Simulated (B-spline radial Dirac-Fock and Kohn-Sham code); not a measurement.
## Photoionisation of argon ions at Cr Kα (5414.7 eV)

Method: Dirac-Hartree-Slater photoionisation with all multipoles and Dirac-Fock thresholds. Computed with a radial atomic solver. Cross sections in kb; a dash marks an empty subshell or a threshold above the photon energy.

```tsv
ion	configuration	total	1s	2s	2p3/2	3s	3p1/2
Ar	[Ne] 3s2 3p6	23.00	20.9	1.35	0.389	0.150	0.0179
Ar⁴⁺	[Ne] 3s2 3p2	23.07	20.9	1.36	0.394	0.193	0.00911
Ar⁶⁺	[Ne] 3s2	23.11	20.9	1.38	0.399	0.221	–
Ar⁹⁺	[He] 2s2 2p5	22.99	21.0	1.46	0.361	–	–
Ar¹²⁺	[He] 2s2 2p2	23.20	21.3	1.66	0.178	–	–
```
